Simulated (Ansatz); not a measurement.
`C[O][GeH]([F])[Cl]` + `[OH][GeH]1[O][SiH2]1` → `C[O][GeH]([OH])[Cl]` + `[F][GeH]1[O][SiH2]1`  (redistribution)

Calculated with Ansatz (gas phase, PBE0-D4/def2-TZVP geometries, no zero-point term in ΔE). CCSD(T)/CBS adds triple-zeta CCSD(T) − MP2 to the extrapolated MP2 energy (def2 sets, frozen cores). Functionals use def2-TZVPP. For Ge outer-core shells are correlated without core-valence functions, which leaves a few kJ/mol of doubt a bond. Scalar relativity is left out up to krypton. One conformer a species, not always the lowest.

| level | ΔE (kJ/mol) | difference from CCSD(T)/CBS |
| --- | --- | --- |
| r2SCAN-D4 | -4.4 | 0.4 |
| PBE0-D4 | -4.7 | 0.1 |
| ωB97X-V | -5.2 | -0.4 |
| ωB97M-V | -6.1 | -1.3 |
| PBE | -4.5 | 0.3 |
| r2SCAN | -4.3 | 0.5 |
| PBE0 | -4.6 | 0.2 |
| MP2/def2-TZVPP | -3.6 | 1.2 |
| CCSD(T)/def2-TZVPP | -4.0 | 0.8 |
| SCS-MP2/def2-QZVPP | -4.1 | 0.7 |
| CCSD(T)/CBS | -4.8 | 0 |

Largest T1 diagnostic among the species: 0.014.
